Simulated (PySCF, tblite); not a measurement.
Species: C₆H₁₄AlB.
Cartesian coordinates in Å at the PBE0-D3(BJ)/def2-SVP level; atoms count from 1:
```
atom  x, y, z in Å
C1    -2.112    0.315    1.631
B2    -1.297    0.009    0.317
C3    -1.994   -0.760   -0.873
C4     0.200    0.459    0.202
C5     0.822    0.735   -1.177
C6     2.362    0.770   -1.118
Al7    2.699   -0.614    0.231
C8     0.843   -0.812    0.863
H9    -2.671   -0.561    1.999
H10   -1.520    0.737    2.456
H11   -2.884    1.063    1.365
H12   -2.885   -1.336   -0.582
H13   -1.315   -1.418   -1.438
H14   -2.327    0.010   -1.595
H15    0.417    1.316    0.867
H16    0.405    1.672   -1.585
H17    0.507   -0.060   -1.877
H18    2.712    1.747   -0.728
H19    2.836    0.656   -2.105
H20    4.034   -1.331    0.723
H21    0.398   -1.747    0.466
H22    0.701   -0.847    1.955
```

Jobs on this species (22 atoms, 68 electrons) with PySCF (density fitting) and tblite. Hardware of each: one thread, Arm Neoverse N1 (aarch64) (shared host). The host was shared with other jobs, so the times are rough.

```tsv
level and settings	work	basis functions	SCF cycles	wall time
GFN2-xTB	L-BFGS relaxation	–	–	?
delta-SCF UKS SCAN, pcX-2 on the ionised atom, pcseg-1 elsewhere, spin-free X2C	ΔSCF core ionisation, 8 holes	228	?	?
GFN2-xTB	Hessian by finite differences	–	–	?
PBE0-D3(BJ)/def2-SVP, grid level 1	geometry optimisation from a GFN2-xTB start shaken at random	186	62	4.9 min
PBE0/pcSseg-1	shieldings, ring-centre shieldings, charges and field gradients	213	12	72 s
PBE0/def2-SVPD	10 singlets by full TDDFT, 4 Tamm–Dancoff triplets, polarisability, ΔSCF ions	276	12	9.1 min
HF/pcSseg-1	shieldings, ring-centre shieldings	213	10	38 s
```

Q: Fill in the missing figures.

A: 
- GFN2-xTB; L-BFGS relaxation: 2.9 s
- delta-SCF UKS SCAN, pcX-2 on the ionised atom, pcseg-1 elsewhere, spin-free X2C; ΔSCF core ionisation, 8 holes: 5.6 min, 126 SCF cycles
- GFN2-xTB; Hessian by finite differences: 1.6 s

Q: What do all jobs in the table cost together?

A: About 22 min; the longest takes about 42 % of that, and about 340 times as long as the shortest.
